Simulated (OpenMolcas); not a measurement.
A calculation on N3+.

- Program: OpenMolcas
- Method: SS-CASPT2, IPEA 0.25 Eh, imaginary shift 0.1 Eh (closed shells correlated: 1s)
- Basis: ANO-RCC-VQZP [5s4p3d2f1g]
- Scalar Hamiltonian: DKH2, point nucleus
- Active space: 2 electrons in 4 orbitals (2s 2p)
- State averaging: 2S+1 = 3 even, 3 roots; 2S+1 = 1 even, 7 roots; 2S+1 = 3 odd, 3 roots; 2S+1 = 1 odd, 3 roots
- Spin-orbit coupling: RASSI with atomic mean-field integrals over the reference wave functions, term energies averaged over their components

**Question.** Which level of the active space comes out lowest?

**Answer.** 2s2 1S0, with 100 % of that term; it is also the measured ground level.

**Question.** How high does 2s 2p 1P* 1 lie?

**Answer.** 132097 cm-1 above the lowest level; measured 130694 cm-1 above the ground level, so the calculation is off by +1 %.

**Question.** How high does 2s 2p 3P* 0 lie?

**Answer.** 67240 cm-1 above the lowest level; measured 67209 cm-1 above the ground level, so the calculation is off by 0 %.

**Question.** How high does 2s 2p 3P* 2 lie?

**Answer.** 67446 cm-1 above the lowest level; measured 67416 cm-1 above the ground level, so the calculation is off by 0 %.

Measured values: Moore, Selected Tables of Atomic Spectra, NSRDS-NBS 3, section 4.

Computed and measured levels are paired by configuration, term and J; levels that our copy of the source lacks, or whose pairing is in doubt (as where it misses far off the trend of its configuration), stay unpaired and out of the deviations. Levels of configurations outside the active space are missing.

* marks odd parity.
